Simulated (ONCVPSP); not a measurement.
An all-electron radial function and its pseudo partner (helium (He))

Columns: radius, all-electron u(r) and pseudo u(r) of the 1s shell (level -39.13 eV) of helium in the configuration 1s1; PBE, scalar-relativistic, ONCV scheme, ONCVPSP 4.0.1.

```
r (bohr)  all-electron  pseudo
   0.020        0.1066  0.0896
   0.040        0.2047  0.1780
   0.060        0.2947  0.2641
   0.080        0.3773  0.3470
   0.100        0.4529  0.4262
   0.120        0.5219  0.5009
   0.140        0.5847  0.5705
   0.160        0.6417  0.6344
   0.180        0.6934  0.6922
   0.200        0.7400  0.7438
   0.220        0.7819  0.7894
   0.240        0.8193  0.8296
   0.260        0.8526  0.8643
   0.280        0.8819  0.8939
   0.300        0.9078  0.9186
   0.320        0.9303  0.9387
   0.340        0.9498  0.9550
   0.360        0.9663  0.9685
   0.380        0.9800  0.9805
   0.400        0.9913  0.9914
   0.420        1.0004  1.0005
   0.440        1.0073  1.0073
   0.460        1.0121  1.0122
   0.480        1.0151  1.0151
   0.500        1.0164  1.0164
   0.520        1.0162  1.0163
```

How many radial nodes do the two functions have?

The all-electron 1s function has n − l − 1 = 0; the pseudo-wave has 0.

At about which radius was the pseudo-wave matched?

0.40 bohr, where the columns begin to agree (steps of 0.02 bohr).

Is the pseudo-wave norm-conserving?

Yes: the ONCV scheme keeps the norm inside the radius equal to the all-electron one, which fixes the energy derivative of the logarithmic derivative at the level.
